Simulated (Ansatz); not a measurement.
Ansatz (an electronic-structure program) input (wB97X-V/def2-TZVP):

Ansatz 0.2 input:
```yaml
crystal:
  periodic: [false, false, false]
  atoms:
    - {symbol: C, position_ang: [-0.27341958, -1.23472261, -1.51093246]}
    - {symbol: Ge, position_ang: [-0.00000000, -0.00000000, 0.00000000]}
    - {symbol: C, position_ang: [-0.04977491, 1.85828057, -0.65309332]}
    - {symbol: C, position_ang: [-1.42692781, -0.26634805, 1.33234788]}
    - {symbol: C, position_ang: [1.75012229, -0.35720991, 0.83167791]}
    - {symbol: H, position_ang: [-1.23863062, -1.05216551, -1.98507249]}
    - {symbol: H, position_ang: [-0.24911628, -2.27015707, -1.16880230]}
    - {symbol: H, position_ang: [0.50798948, -1.10211787, -2.26032160]}
    - {symbol: H, position_ang: [0.09998343, 2.55788778, 0.17024768]}
    - {symbol: H, position_ang: [-1.01248216, 2.07546501, -1.11762952]}
    - {symbol: H, position_ang: [0.73413794, 2.02551265, -1.39287863]}
    - {symbol: H, position_ang: [-2.40505281, -0.07294963, 0.89003945]}
    - {symbol: H, position_ang: [-1.41553847, -1.29094119, 1.70630963]}
    - {symbol: H, position_ang: [-1.29258722, 0.40947315, 2.17791664]}
    - {symbol: H, position_ang: [1.79707990, -1.38282028, 1.20003448]}
    - {symbol: H, position_ang: [2.55418566, -0.21478109, 0.10851518]}
    - {symbol: H, position_ang: [1.92003115, 0.31759405, 1.67164148]}
basis:
  gaussian:
    orbitals: def2-TZVP
hamiltonian:
  xc: {name: wB97X-V}
relax: {f_tol: 0.003, max_steps: 100}
```

End of the output:

```
relax step   4: F+E_penalty+E_count = -60858.46884466 eV  Δ(F+E_penalty+E_count) = -3.543e-6 eV  max|allowed force component| = 5.348e-5 eV/Å  Δτ_max = 0.0003 Å  (21 SCF iters, accepted)
integrals: 0.29 GiB planned
1637 factors; their error is unknown
integrals: 0.33 GiB planned
526 factors; integrals over basis functions are off by at most 3.3e-7 eV
0.41 GiB of the device are held for the grids
1.93 GiB of device memory are held for the factors and their scratch space
mean field: 1.72 GiB planned
mean field -60858.46884466 eV, -2236.5074786895 hartree, gradient 5.3e-5 eV, S^2 0.000000; 1 other end points of the search recorded, 0 dependent functions left out
the calculation of the forces begins
reference -60858.46884225 eV, -2236.5074786008 hartree; 34, 34 occupied and 210, 210 virtual orbitals, 1637 factors
Total energy: -60858.46884225 eV, -2236.5074786008 hartree
Atom 0 at    -0.271777    -1.227307    -1.501858 Å, force     0.000000     0.000001     0.000002 eV/Å
Atom 1 at     0.000000    -0.000000     0.000000 Å, force    -0.000000     0.000000    -0.000000 eV/Å
Atom 2 at    -0.049476     1.847120    -0.649171 Å, force     0.000000    -0.000002     0.000001 eV/Å
Atom 3 at    -1.418358    -0.264748     1.324346 Å, force     0.000002     0.000000    -0.000002 eV/Å
Atom 4 at     1.739611    -0.355065     0.826683 Å, force    -0.000002     0.000000    -0.000001 eV/Å
Atom 5 at    -1.238854    -1.047059    -1.979763 Å, force     0.000044    -0.000032    -0.000004 eV/Å
Atom 6 at    -0.248007    -2.266691    -1.162393 Å, force    -0.000006     0.000030    -0.000045 eV/Å
Atom 7 at     0.510118    -1.097079    -2.255383 Å, force    -0.000044    -0.000029     0.000010 eV/Å
Atom 8 at     0.100381     2.551515     0.173928 Å, force    -0.000008    -0.000001    -0.000053 eV/Å
Atom 9 at    -1.013583     2.068442    -1.115684 Å, force     0.000048     0.000023     0.000012 eV/Å
Atom 10 at     0.735390     2.018422    -1.391304 Å, force    -0.000040     0.000025     0.000025 eV/Å
Atom 11 at    -2.400753    -0.071641     0.884199 Å, force     0.000023    -0.000015     0.000047 eV/Å
Atom 12 at    -1.409906    -1.291273     1.701568 Å, force    -0.000027     0.000047     0.000005 eV/Å
Atom 13 at    -1.286789     0.411432     2.173811 Å, force    -0.000033    -0.000039    -0.000018 eV/Å
Atom 14 at     1.790254    -1.382795     1.197257 Å, force     0.000030     0.000045    -0.000003 eV/Å
Atom 15 at     2.548379    -0.213183     0.104267 Å, force    -0.000009    -0.000014     0.000052 eV/Å
Atom 16 at     1.913370     0.319909     1.669499 Å, force     0.000023    -0.000041    -0.000027 eV/Å
Dipole moment:     0.000000    -0.000000     0.000000 e Å
```
